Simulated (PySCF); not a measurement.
Electron correlation in Mg (magnesium, neutral)

[Ne] 3s1 3d1, high-spin 3D determinant (an excited configuration). All numbers are calculated (PySCF 2.14, the spin-free X2C one-electron Hamiltonian (Gaussian nucleus), in x2c-QZVPPall with one added diffuse shell each of s, p, d, f type (10s7p6d3f, 82 functions)). Frozen: [Ne]; 2 electrons correlated.

Total MP2 correlation energy: -1.26 mhartree.

Same-spin part -1.26 and opposite-spin part 0.00 mhartree; SCS-MP2 scales them by 1/3 and 6/5 to -0.42 mhartree.
